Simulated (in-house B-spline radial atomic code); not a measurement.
A radial electron density 4πr²n(r) was computed for an atom or ion in its tabulated ground configuration with an all-electron radial atomic-structure program (B-spline basis); method: Dirac-Hartree-Fock, average of configuration. Columns: r (bohr), 4πr²n(r) (electrons per bohr), bar.

```
 0.00178    1.532 #
 0.00217    2.179 ##
 0.00264     3.07 ##
 0.00322    4.312 ###
 0.00393    6.005 #####
 0.00479     8.25 #######
 0.00584    11.18 #########
 0.00713    14.93 ############
 0.00869    19.48 ################
  0.0106    24.82 ####################
  0.0129    30.61 #########################
  0.0158    36.61 #############################
  0.0192    41.68 #################################
  0.0234    45.24 ####################################
  0.0286    46.44 #####################################
  0.0348    45.08 ####################################
  0.0425    41.94 ##################################
  0.0518    39.01 ###############################
  0.0632     38.7 ###############################
   0.077    42.47 ##################################
   0.094    49.22 #######################################
   0.115    54.84 ############################################
    0.14    54.48 ############################################
    0.17    47.23 ######################################
   0.208    36.99 ##############################
   0.253    31.56 #########################
   0.309    33.73 ###########################
   0.377    38.67 ###############################
   0.459     38.4 ###############################
    0.56    30.26 ########################
   0.683    18.88 ###############
   0.833     10.5 ########
    1.02    7.153 ######
    1.24    6.634 #####
    1.51    5.992 #####
    1.84    4.361 ###
    2.25    2.404 ##
    2.74    1.006 #
    3.34   0.3044 
    4.07   0.0636 
    4.97 0.008303 
    6.06 0.0006353
```

Problem. Which atom or ion is it?
A. Kr+
B. Rb
C. Br+
D. Rb+

Solution. D. The area under the curve, ∫4πr²n dr = ∫r·4πr²n d(ln r) on this logarithmic grid, is 36 electrons, which only this option has. The configuration is [Ar] 3d10 4s2 4p6.
